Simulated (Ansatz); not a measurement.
`[F][GeH]([F])[SeH]` + H–F → `[F][GeH]([F])[F]` + H₂Se  (ligand exchange at a Ge–Se bond)

Gas-phase electronic energies from Ansatz, PBE0-D4/def2-TZVP geometries. CCSD(T)/CBS is the MP2 limit (def2-TZVPP, def2-QZVPP) plus CCSD(T) − MP2 in def2-TZVPP, frozen cores. This one scheme is used for every species. DFT in def2-TZVPP. HSE06 is defined as in plane-wave codes. For Ge, Se outer-core shells are correlated without core-valence functions, which leaves a few kJ/mol of doubt a bond. Scalar relativity is left out up to krypton. Each species was taken in one conformer, which may not be the lowest.

```csv
level,ΔE (kJ/mol),difference from CCSD(T)/CBS
B97M-V,-21.6,-16.9
PBE0-D4,-1.2,3.5
r2SCANh-D4,-10.8,-6.1
HSE06-D4,-0.9,3.8
CAM-B3LYP-D4,-17.7,-13.0
ωB97X-V,-16.0,-11.3
PBE,-4.8,-0.1
PBE0,-4.8,-0.1
r2SCAN0,-10.4,-5.7
RPA@PBE/def2-TZVPP,-16.2,-11.5
HF/def2-SVP,-31.3,-26.6
MP2/def2-TZVPP,-8.8,-4.1
SCS-MP2/def2-TZVPP,-16.4,-11.7
SCS-MP2/def2-QZVPP,-13.2,-8.5
HF/CBS(def2),-32.9,-28.2
CCSD/CBS(def2),-7.0,-2.3
CCSD(T)/CBS,-4.7,0
```

Largest T1 diagnostic among the species: 0.012.

At CCSD(T), def2-SVP lies −25.3 kJ/mol from the extrapolated value and def2-TZVPP −8.7 kJ/mol. The D4 term adds +6.8 kJ/mol with B3LYP and +3.6 kJ/mol with PBE0; it sums over pairs of atoms, weighted by their polarisabilities, and B3LYP, whose exchange is more repulsive, gets the larger term. In def2-TZVPP, CCSD(T) changes the Hartree–Fock value by +16.4 kJ/mol (the triples alone add +2.3 kJ/mol) and MP2 by +21.1 kJ/mol.

B3LYP here is the variant with VWN-RPA as its local correlation; programs differ in this.
